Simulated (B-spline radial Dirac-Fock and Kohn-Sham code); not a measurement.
System: cadmium as Cd²⁺, configuration [Kr] 4d10. Model: the independent-particle Dirac-Slater model, thresholds from Dirac-Fock. Program: an atomic code on a B-spline grid.

Question: Which of the sources Mg Kα (1253.6 eV), Al Kα (taken as 1486.9 eV), Cu Kα (8047.8 eV), Ga Kα (9251.7 eV) can ionise the 3p1/2 level, and how does the cross section change among them?

Answer: The computed threshold is 681.8 eV, so all of them can. Cross sections: Mg Kα 77.4 kb, Al Kα 59.1 kb, Cu Kα 1.34 kb, Ga Kα 0.912 kb. From the first to the last it falls by a factor of 85.
